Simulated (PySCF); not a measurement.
Ga(H)2(NMe2) (C2H8GaN), SMILES C[N](C)[GaH2]. Geometry optimised at PBE-D3(BJ)/def2-SVP. The structure was generated by enumeration; whether it is a known compound was not checked.

Computed equilibrium geometry at PBE-D3(BJ)/def2-SVP (PySCF confirms it by a frequency run) as bond lengths and angles, and its point group:
point group C2v.
Atoms: Ga1 H2 H3 N4 C5 C6 H7 H8 H9 H10 H11 H12. Bonded distances (Å): Ga1–H2 1.572, Ga1–H3 1.572, Ga1–N4 1.842, N4–C5 1.449, N4–C6 1.449, C5–H7 1.117, C5–H8 1.117, C5–H9 1.108, C6–H10 1.117, C6–H11 1.117, C6–H12 1.108. Bond angles (°): H2–Ga1–H3 129.4, H2–Ga1–N4 115.3, H3–Ga1–N4 115.3, Ga1–N4–C5 123.3, Ga1–N4–C6 123.3, C5–N4–C6 113.4, N4–C5–H7 111.8, N4–C5–H8 111.8, N4–C5–H9 110.9, H7–C5–H8 106.6, H7–C5–H9 107.8, H8–C5–H9 107.8, N4–C6–H10 111.8, N4–C6–H11 111.8, N4–C6–H12 110.9, H10–C6–H11 106.6, H10–C6–H12 107.8, H11–C6–H12 107.8.
